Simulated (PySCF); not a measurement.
Can point charges reproduce the dipole moment of `CC1=CC(C)=PC=C1`?

Coordinates (GFN2-xTB, Å) and charges (e) from the PBE0/pcSseg-1 density (PySCF):

```tsv
atom	x	y	z	Mulliken	IAO	Hirshfeld	ESP-fitted
C1	-1.535	-1.920	-0.108	-0.1342	-0.4254	-0.1141	-0.5496
C2	-0.896	-0.571	0.034	-0.3722	+0.0294	+0.0168	+0.6628
C3	-1.691	0.541	0.286	+0.0057	-0.1500	-0.0524	-0.6671
C4	-1.198	1.821	0.413	-0.3748	-0.3695	-0.1083	+0.1216
P5	0.465	2.285	0.281	+0.4704	+0.3230	+0.0624	-0.3091
C6	1.194	0.730	-0.033	-0.5627	-0.1889	-0.0432	+0.5161
C7	2.686	0.690	-0.216	-0.1591	-0.4213	-0.1220	-0.5554
C8	0.481	-0.451	-0.115	+0.0816	-0.1547	-0.0536	-0.7157
H9	-2.451	-1.980	0.475	+0.1220	+0.1496	+0.0478	+0.1449
H10	-1.787	-2.104	-1.153	+0.1407	+0.1574	+0.0485	+0.1491
H11	-0.858	-2.707	0.216	+0.1222	+0.1495	+0.0474	+0.1398
H12	-2.758	0.389	0.389	+0.0783	+0.1457	+0.0474	+0.2365
H13	-1.899	2.623	0.615	+0.1288	+0.1624	+0.0439	+0.1240
H14	2.942	0.237	-1.173	+0.1312	+0.1522	+0.0463	+0.1499
H15	3.105	1.694	-0.181	+0.1195	+0.1493	+0.0406	+0.1609
H16	3.150	0.094	0.570	+0.1339	+0.1537	+0.0465	+0.1495
H17	1.043	-1.358	-0.312	+0.0687	+0.1375	+0.0456	+0.2417
```

Task: What dipole does each set of charges give (1 e·Å = 4.803 D), and what does the density give?

Result: The full density gives (-0.49, -2.06, -0.30) D, 2.14 D in size; dipole vectors point from the negative to the positive end.

```json
{"scheme": "Mulliken", "μx": "1.31", "μy": "-0.19", "μz": "-0.31", "size (D)": "1.36", "share of the full size (%)": "64", "angle to the full dipole (°)": "93"}
{"scheme": "IAO", "μx": "0.45", "μy": "-0.04", "μz": "-0.12", "size (D)": "0.47", "share of the full size (%)": "22", "angle to the full dipole (°)": "96"}
{"scheme": "Hirshfeld", "μx": "0.00", "μy": "-0.65", "μz": "-0.11", "size (D)": "0.65", "share of the full size (%)": "31", "angle to the full dipole (°)": "13"}
{"scheme": "ESP-fitted", "μx": "-0.47", "μy": "-2.02", "μz": "-0.29", "size (D)": "2.10", "share of the full size (%)": "98", "angle to the full dipole (°)": "0"}
```

Task: Which set comes closest?

Result: Length of the difference vector: ESP-fitted 0.04 D, Hirshfeld 1.51 D, IAO 2.24 D, Mulliken 2.59 D. Closest: ESP-fitted. The schemes that divide the density aren't constrained to reproduce the dipole.

Task: What is left for the Hirshfeld atoms' own dipoles?

Result: The Hirshfeld atoms' densities add up to the full density, so μ = Σ q r + Σ (atomic dipoles). The atomic dipoles sum to (-0.49, -2.06, -0.30) − (0.00, -0.65, -0.11) = (-0.49, -1.41, -0.19) D, 1.51 D in size.

Task: With the origin at the mean of the coordinates, (0.000, 0.001, -0.001) Å, which are the largest single terms, by size, of the Hirshfeld dipole along the direction of the full one?

Result: C1 -1.21, C4 +0.80, C7 +0.73, P5 -0.70, H11 +0.63 D; all 17 atoms together +0.64 D. The single terms depend on the origin, their sum doesn't.

Task: Give the size of the full dipole in other units.

Result: 2.14 D = 0.840 au = 0.445 e·Å = 7.12 × 10⁻³⁰ C·m.

Isolated species at its GFN2-xTB geometry, gas phase. GFN2-xTB frequencies show an imaginary mode (44i cm⁻¹), so this geometry is no minimum at that level.
